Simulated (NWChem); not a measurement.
System: CrO$_{2}$Cl$_{2}$; SMILES [Cl][Cr]([Cl])(=[O])=[O]

```xyz
5

Cr     0.0000     0.0000     0.3395
O      0.0000    -1.2396     1.2279
O      0.0000     1.2396     1.2279
Cl     1.7464     0.0000    -0.8481
Cl    -1.7464     0.0000    -0.8481
```
Atoms are numbered in this order, from 1.

Computed with NWChem. Geometry: optimised at PBE0/def2-SVP. Vzz is the largest principal value of the second derivative of the potential at the nucleus (NWChem prints the opposite sign); η is the asymmetry. Non-relativistic.

Predict the results for PBE/def2-SVP. Quantities: Vzz Cr1 (a.u.); η Cr1; Vzz O3 (a.u.); η O3; Vzz Cl5 (a.u.); η Cl5.


```
Quantity         Value
--------------  ------
Vzz Cr1 (a.u.)  -0.820
η Cr1             0.61
Vzz O3 (a.u.)   -0.655
η O3              0.58
Vzz Cl5 (a.u.)   1.477
η Cl5             0.63
```
